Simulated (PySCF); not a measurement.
Continuum solvent and chemical shifts

Structure with atom numbers: `[O:1]=[C:2]([O-:3])[c:4]1[cH:5][cH:6][c:7]([Cl:8])[cH:9][cH:10]1` (H(Xn): hydrogen on atom n).

GIAO PBE0/pcSseg-1 in PySCF 2.14 on one PBE0-D3(BJ)/def2-SVP conformer, non-relativistic, equivalent nuclei averaged. Solvents enter as an IEF-PCM continuum (benzene with ε = 2.3, tetrahydrofuran with ε = 7.4) around the gas-phase geometry. Shifts are referred to TMS computed in the same medium.

In benzene, δ in ppm: C2 165.8, C4 151.0, C7 141.7, C5/C10 137.3, C6/C9 130.5, H(C5)/H(C10) 8.36, H(C6)/H(C9) 7.12. Dipole moment 11.54 D.

Task: How does each δ change in the more polar medium?

Result: 
```json
{"atoms": "C2", "environment": "carboxylate carbon", "Δδ, tetrahydrofuran": "+2.0"}
{"atoms": "C4", "environment": "substituted aromatic carbon", "Δδ, tetrahydrofuran": "-1.7"}
{"atoms": "C7", "environment": "aromatic carbon bearing chlorine", "Δδ, tetrahydrofuran": "+2.9"}
{"atoms": "C5/C10", "environment": "aromatic CH", "Δδ, tetrahydrofuran": "0.0"}
{"atoms": "C6/C9", "environment": "aromatic CH", "Δδ, tetrahydrofuran": "+1.9"}
{"atoms": "H(C5)/H(C10)", "environment": "hydrogen on an aromatic CH", "Δδ, tetrahydrofuran": "-0.04"}
{"atoms": "H(C6)/H(C9)", "environment": "hydrogen on an aromatic CH", "Δδ, tetrahydrofuran": "+0.26"}
```

Changes are relative to benzene. The dipole moment becomes 12.61 D in tetrahydrofuran.

Task: Which nuclei move most (in ppm), and what does the model miss?

Result: C7 (aromatic carbon bearing chlorine, +2.9 ppm) in tetrahydrofuran. A continuum only polarises the solute; specific hydrogen bonds, the anisotropy of aromatic solvents and changes of geometry or conformer are outside it, as are counter-ions.
